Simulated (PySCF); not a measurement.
**Broadened absorption spectrum of C4H10Se**

C₄H₁₀Se.
SMILES: `C[Se]C(C)C`

Theory: TDDFT wB97X-D/def2-SVPD, vertical, gas phase, core orbitals frozen in the response in PySCF 2.14.0, density-fitted response routines. The structure is a single PBE0-D3(BJ)/def2-SVP conformer in the gas phase; no vibrational or solvent corrections. The wB97X-D/def2-SVPD calculation is non-relativistic and has no spin–orbit coupling, an omission that weighs most on selenium. Torsions of this conformer, `[CH3:1][Se:2][CH:3]([CH3:4])[CH3:5]`: C1–Se2–C3–C4 -66°.

Each state is given a Gaussian of 0.3 eV full width at half maximum, with ε(max) = 2.175×10⁸ f / Δν̃ (Δν̃ the width in cm⁻¹). The width is an assumption, not a result. The curve ends short of the highest state used, and states not computed would add to its high-energy end.

```csv
E (eV),ε (L mol⁻¹ cm⁻¹)
4.34,0
4.39,0
4.44,0
4.49,1
4.55,2
4.60,3
4.65,5
4.70,8
4.75,9
4.80,10
4.85,9
4.91,6
4.96,4
5.01,2
5.06,1
5.11,0
5.16,0
5.21,0
5.27,0
5.32,1
5.37,4
5.42,15
5.47,51
5.52,148
5.58,432
5.63,893
5.68,1590
5.73,2452
5.78,3305
5.83,3949
5.88,4272
5.94,4268
5.99,4025
6.04,3600
6.09,2998
6.14,2269
6.19,1531
6.24,927
6.30,518
6.35,493
6.40,780
6.45,1378
6.50,2206
6.55,3058
```

Question: Locate the maxima and give the states behind the curve.

Answer: 259 nm (4.79 eV), ε about 9.9, made up of S1 (100%); 210 nm (5.91 eV), ε about 4300, made up of S2 (67%) and S3 (33%) (ε in L mol⁻¹ cm⁻¹; maxima over ε = 5, shares over 10%). At its high-energy end, 6.55 eV, the curve is still rising (ε about 3100, from S4). The states used: S1 4.79 eV (f 0.0001); S2 5.84 eV (f 0.037); S3 6.05 eV (f 0.029); S4 6.63 eV (f 0.042); S5 7.01 eV (f 0.0030); S6 7.15 eV (f 0.021).

Question: Coming from long wavelengths, where does ε first pass 100 L mol⁻¹ cm⁻¹?

Answer: At about 225 nm (5.50 eV), 0.71 eV above S1.

Question: What would ε be at 5.91 eV, the highest of these maxima, with half the width (0.15 eV)?

Answer: About 4050 L mol⁻¹ cm⁻¹ against 4320, a factor of about 0.9; a lone state at its own centre would give exactly 2.

Question: On this curve, what absorbance would a 10⁻⁵ mol/L sample give at 248 nm over a 1 cm path?

Answer: 248 nm is 4.999 eV, where ε is about 2.5 L mol⁻¹ cm⁻¹, so A = ε c l ≈ 2.5e-05 (Beer–Lambert, with the gas-phase spectrum and the assumed width).
